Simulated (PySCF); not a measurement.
# Electron correlation in Pt⁶²⁺ (platinum, charge +62)

[Ne] 3s2 3p4, high-spin 3P determinant. Calculation: PySCF 2.14, in an even-tempered Gaussian basis (16 s from 17 bohr⁻², ratio 2.5; 10 p from 22 bohr⁻², ratio 2.5; 4 d from 89 bohr⁻², ratio 2.7; 4 f from 130 bohr⁻², ratio 2.7); the non-relativistic Hamiltonian (point nucleus). Frozen: 1s2; 14 electrons correlated; the 17 highest virtual orbitals of each spin left out.

```
  level  correlation energy (mhartree)
   CCSD                        -583.65
    (T)                          -0.80
CCSD(T)                        -584.45
```

Diagnostics: T1 = 0.00042, D1 = 0.0020, largest double amplitude 0.018.

Question: Is a single reference adequate?

Answer: Yes, within this model without spin-orbit coupling: T1 lies below 0.03 and no double amplitude reaches 0.07.

At this charge a non-relativistic calculation is a model, useful for the Z dependence of the correlation energy.

Spin-orbit coupling is strong in this species, so the high-spin LS determinant is a model state.
